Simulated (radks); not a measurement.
Values are calculated unless marked as measured or tabulated.
Bi23+, configuration [Kr] 4d10 4f13 5s1.

Level of theory: scalar-relativistic Kohn-Sham, PBE, spin-unpolarised, spherical densities, point nucleus (a radial shooting solver on a logarithmic mesh with Libxc functionals).

Energy parts (eV):
| part | energy |
|---|---|
| total | -579977.67 |
| kinetic | 658819.53 |
| electron-nucleus | -1413695.83 |
| Hartree | 185022.76 |
| exchange-correlation | -10124.13 |

Orbitals (lengths in bohr, moments of r in powers of bohr; <r^-3> diverges for s and p1/2; r(max) is where P^2 peaks):
| orbital | occ. | eigenvalue (eV) | <1/r> | <r^-3> | <r^4> | r(max) |
|---|---|---|---|---|---|---|
| 1s | 2 | -91302.63 | 103.4 | - | 3.322e-07 | 0.009652 |
| 2s | 2 | -16899.37 | 24.29 | - | 0.00004766 | 0.05616 |
| 2p | 6 | -14540.66 | 21.23 | 31070 | 0.00003992 | 0.04690 |
| 3s | 2 | -4525.824 | 9.007 | - | 0.001700 | 0.1583 |
| 3p | 6 | -3851.754 | 8.121 | 7259 | 0.001907 | 0.1587 |
| 3d | 10 | -3177.423 | 7.616 | 874.9 | 0.001460 | 0.1293 |
| 4s | 2 | -1477.046 | 3.918 | - | 0.03537 | 0.3542 |
| 4p | 6 | -1253.653 | 3.529 | 1845 | 0.04652 | 0.3736 |
| 4d | 10 | -999.3244 | 3.202 | 200.8 | 0.05832 | 0.3775 |
| 4f | 13 | -719.6046 | 2.875 | 43.47 | 0.06952 | 0.3338 |
| 5s | 1 | -667.0966 | 1.887 | - | 0.5050 | 0.7231 |

The highest occupied level is 5s at -667.10 eV. Summed over all electrons, <r^2> = 7.149 bohr^2, which gives a Langevin (diamagnetic) susceptibility term of -5.66 x 10^-6 cm^3/mol. The density falls to 0.001 e/bohr^3 at r = 1.48 bohr. For comparison, the ionisation energy in NIST's Atomic Spectra Database is 690 eV (theoretical). In exact Kohn-Sham theory the highest level is minus the ionisation energy, but local and semilocal functionals leave it too shallow, through self-interaction and a potential that decays too fast; potentials with the right tail come closer.

Beside tabulated values, note that spin-unpolarised runs miss the spin-polarisation part of the exchange energy of open shells, and scalar-relativistic runs lack spin-orbit coupling.
